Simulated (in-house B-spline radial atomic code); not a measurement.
Ionisation energies with and without relativity, with size and susceptibility from the Dirac run. Dirac energy differences include first-order Breit, QED and recoil terms. NIST's values go from ground level to ground level; the uncertainty of those that are theory runs from under 0.1 % in few-electron ions to several per cent in heavy many-electron ones. Computed with an all-electron radial atomic-structure program (B-spline basis): non-relativistic Hartree-Fock and Dirac-Hartree-Fock, averages of the configuration (point nuclei without relativity, finite nuclei with it).

| ion | configuration | configuration after | ionisation non-relativistic (eV) | ionisation Dirac Breit and QED (eV) | tabulated value (eV) | tabulated kind | radius at density 0.001 (bohr) | diamagnetic susceptibility (10⁻⁶ cm³/mol) |
| --- | --- | --- | --- | --- | --- | --- | --- | --- |
| V6+ | [Ne] 3s2 3p5 | [Ne] 3s2 3p4 | 150.50 | 150.65 | 150.72 | semi-empirical | 2.242 | -5.924 |
| Cr6+ | [Ne] 3s2 3p6 | [Ne] 3s2 3p5 | ? | ? | ? | semi-empirical | ? | ? |
| Mn6+ | [Ar] 3d1 | [Ne] 3s2 3p6 | 118.53 | 118.10 | 119.203 | measured | 2.181 | -6.2091 |
| Fe6+ | [Ar] 3d2 | [Ar] 3d1 | 122.71 | 122.24 | 124.9671 | measured | 2.165 | -6.3114 |
| Co6+ | [Ar] 3d3 | [Ar] 3d2 | ? | ? | ? | semi-empirical | ? | ? |
| Ni6+ | [Ar] 3d4 | [Ar] 3d3 | 130.91 | 130.35 | 132 | tabulated theory | 2.126 | -6.4242 |
| Cu6+ | [Ar] 3d5 | [Ar] 3d4 | 134.94 | 134.32 | 139 | semi-empirical | 2.104 | -6.4468 |
| Zn6+ | [Ar] 3d6 | [Ar] 3d5 | ? | ? | ? | semi-empirical | ? | ? |
| Ga6+ | [Ar] 3d7 | [Ar] 3d6 | 142.87 | 142.14 | 140.8 | tabulated theory | 2.06 | -6.4454 |
| Ge6+ | [Ar] 3d8 | [Ar] 3d7 | 146.78 | 145.98 | 144.9 | tabulated theory | 2.037 | -6.4273 |

Fill in the row of Cr6+.

ionisation non-relativistic (eV): 159.26; ionisation Dirac Breit and QED (eV): 159.43; tabulated value (eV): 160.29; radius at density 0.001 (bohr): 2.192; diamagnetic susceptibility (10⁻⁶ cm³/mol): -6.0651.

Fill in the row of Co6+.

ionisation non-relativistic (eV): 126.84; ionisation Dirac Breit and QED (eV): 126.32; tabulated value (eV): 128.9; radius at density 0.001 (bohr): 2.146; diamagnetic susceptibility (10⁻⁶ cm³/mol): -6.3808.

Fill in the row of Zn6+.

ionisation non-relativistic (eV): 138.93; ionisation Dirac Breit and QED (eV): 138.25; tabulated value (eV): 133.9; radius at density 0.001 (bohr): 2.082; diamagnetic susceptibility (10⁻⁶ cm³/mol): -6.4528.
